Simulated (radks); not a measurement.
Values are calculated unless marked as measured or tabulated.
Species: Ru3+. Configuration: [Ar] 3d10 4s1 4p6 4d5 5s1 (not the ground configuration).

Level of theory: Dirac Kohn-Sham, PW91, spin-unpolarised, spherical densities, finite nucleus; open shells fill j = l - 1/2 first; Fermi nuclear charge, rms radius 4.4809 fm (a radial shooting solver on a logarithmic mesh with Libxc functionals).

Energy parts (hartree):
total: -4527.07272
kinetic: 4710.80879
electron-nucleus: -10887.04370
Hartree: 1782.01583
exchange-correlation: -132.85363

Orbitals (lengths in bohr, moments of r in powers of bohr; r(90%) holds 90 % of the orbital's charge):
orbital,occ.,eigenvalue (hartree),r(90%),<r^4>,<1/r>,small-component weight
1s1/2,2,-807.5387,0.0599,5.908e-06,45.88,2.58e-02
2s1/2,2,-117.5110,0.225,0.001074,10.49,5.35e-03
2p1/2,2,-108.7233,0.202,0.0007075,10.47,5.36e-03
2p3/2,4,-103.9092,0.209,0.0008011,9.922,5.16e-03
3s1/2,2,-22.04926,0.594,0.05302,3.626,1.46e-03
3p1/2,2,-18.63869,0.597,0.05379,3.529,1.41e-03
3p3/2,4,-17.82095,0.612,0.05952,3.395,1.35e-03
3d3/2,4,-11.78061,0.607,0.05801,3.219,1.24e-03
3d5/2,6,-11.62117,0.612,0.05992,3.184,1.23e-03
4s1/2,1,-4.33686,1.45,1.898,1.378,3.63e-04
4p1/2,2,-3.29643,1.58,2.649,1.267,3.16e-04
4p3/2,4,-3.16263,1.61,2.923,1.228,3.03e-04
4d3/2,4,-1.57391,2.10,8.268,0.9662,1.99e-04
4d5/2,1,-1.55688,2.12,8.536,0.9573,1.96e-04
5s1/2,1,-1.13924,3.51,65.05,0.5341,7.68e-05
5p1/2,0,-0.88975,4.04,112.3,0.4640,6.03e-05
5p3/2,0,-0.86979,4.12,121.4,0.4533,5.83e-05

The highest occupied level is 5s1/2 at -31.000 eV. The density falls to 0.001 e/bohr^3 at r = 3.64 bohr. Summed over all electrons, <r^2> = 30.39 bohr^2, which gives a Langevin (diamagnetic) susceptibility term of -24.1 x 10^-6 cm^3/mol.
